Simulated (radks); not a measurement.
Values are calculated unless marked as measured or tabulated.
Initial-state core-level shifts of the krypton ion Kr+ when its valence configuration changes from [Ar] 3d10 4s2 4p5. Level of theory: scalar-relativistic Kohn-Sham, PBE, spin-polarised, spherical densities, finite nucleus; open shells are filled with parallel spins first; Fermi nuclear charge, rms radius 4.1884 fm (a radial shooting solver on a logarithmic mesh with Libxc functionals). Shifts are changes of the shell-averaged eigenvalues in eV (positive: less bound); the change of the density at the nucleus, which sets a Mossbauer isomer shift, is in e/bohr^3, on a base of 5.014e+04.

valence               1s       2s       2p       3p  density at nucleus
3d9 4s2 4p6      -16.807  -18.616  -18.500  -13.634             +21.088
3d10 4s1 4p6      -1.590   -1.565   -1.554   -1.568             -44.439
3d9.5 4s2 4p5.5   -8.313   -9.201   -9.143   -6.794             +10.385
3d9.5 4s1.5 4p6   -9.085   -9.965   -9.900   -7.555             -12.780
